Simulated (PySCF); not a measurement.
C7H7F2 (doublet state).
Atom-mapped SMILES: `[H]/[C:1]=[C:2](\[CH:3]=[CH:4]\[F:5])[C:6](/[CH3:7])=[CH:8]/[F:9]` (hydrogens: H10 on C1; H11 on C3; H12 on C4; H13, H14, H15 on C7; H16 on C8)

Cartesian coordinates in Å at the GFN2-xTB level; atoms count from 1:
```xyz
16
C7H7F2 angstrom
C      0.7508   -1.4589    1.0817
C      0.4143   -0.3535    0.4668
C      1.4402    0.6725    0.1619
C      2.3764    1.0389    1.0210
F      3.3111    1.9439    0.6920
C     -0.9572   -0.1124   -0.0037
C     -1.8775   -1.2935   -0.0275
C     -1.3493    1.1073   -0.3612
F     -2.6021    1.3567   -0.7847
H      1.6240   -1.8973    1.5032
H      1.4209    1.0972   -0.8317
H      2.4849    0.6911    2.0377
H     -1.5260   -2.0245   -0.7544
H     -2.8882   -0.9920   -0.2875
H     -1.8785   -1.7720    0.9503
H     -0.7514    2.0056   -0.3404
```

The hyperfine couplings belong to this conformer and change with its torsions.

Theory: PySCF 2.14.0, UKS B3LYP, pcH-1 on C F H, non-relativistic, mean-field spin-orbit, GIAO. Geometry: GFN2-xTB, one conformer, isolated molecule. A GFN2-xTB geometry isn't a minimum of the functional, and hyperfine couplings can be far from their values at a DFT geometry. The frame is twisted about the C2–C3 bond at this geometry (dihedral C6–C2–C3–H11 = -42°); couplings at other torsion angles weren't computed. The SCF solution wasn't tested for stability.

Task: Give the principal g shifts and their parts.

Result: 
| Δg (ppm) | 1 | 2 | 3 |
| --- | --- | --- | --- |
| relativistic mass correction | -152 | -152 | -152 |
| gauge correction | 28 | 20 | -9 |
| orbital Zeeman/spin–orbit | -618 | -8 | 571 |
| total | -741 | -140 | 410 |

So g = 2.00158, 2.00218, 2.00273 and g_iso = 2.00216; the tensor is rhombic: the two nearest values differ by 48 % of g3 − g1. Axes: g1 points within 7° of the C2–C6 bond.

Task: What are the electron Larmor frequencies g μB B/h along the three axes at 340 mT?

Result: 9.5250, 9.5278, 9.5304 GHz for g1, g2 and g3, a range of 5.5 MHz.

Task: How much does each term add to the isotropic shift?

Result: The mass correction -152, the orbital-Zeeman/spin–orbit term -18 and the gauge correction 13 ppm, for a total of -157 ppm. The mass correction is the largest in size. The mass correction is the same along every axis, so the anisotropy comes from the other two: their spans along these axes are 37 (gauge) and 1189 ppm (orbital Zeeman/spin–orbit).

Task: What effective moment and Curie constant follow for a powder?

Result: With the mean of g² = 4.0087 and S(S+1) = 0.75: μ_eff = √(⟨g²⟩S(S+1)) = 1.734 μB and χT = 0.12505·⟨g²⟩·S(S+1) = 0.376 cm³ K/mol (cgs; spin-Hamiltonian part alone).

Task: In a frozen sample, at which fields do the three g values resonate at 9.5, 34, 94 and 263 GHz (hyperfine left aside), and which band first spreads them over more than twice a line width of 0.3 mT?

Result: 
```csv
band,GHz,B(g3) mT,B(g2) mT,B(g1) mT,spread mT
X,9.5,338.91,339.01,339.11,0.20
Q,34.0,1212.96,1213.29,1213.65,0.70
W,94.0,3353.47,3354.39,3355.40,1.93
J,263.0,9382.57,9385.15,9387.97,5.40
```

The spread grows in proportion to the frequency. Q band is the first where it exceeds 0.6 mT.

The largest Mulliken spin populations are on C1 (+1.07), C2 (-0.16) and C3 (+0.07). No atom but C1 exceeds +0.15. The positive populations add up to 1.22 and the negative ones to -0.22, together 2S = 1.

The HOMO–LUMO gaps are 5.33 eV among the α and 3.93 eV among the β orbitals.

The run took 95 s of wall time (with the writing of density and orbital grids) on an Arm Neoverse V2 with one thread, on a shared host, and the process peaked at 1.1 GiB of memory.
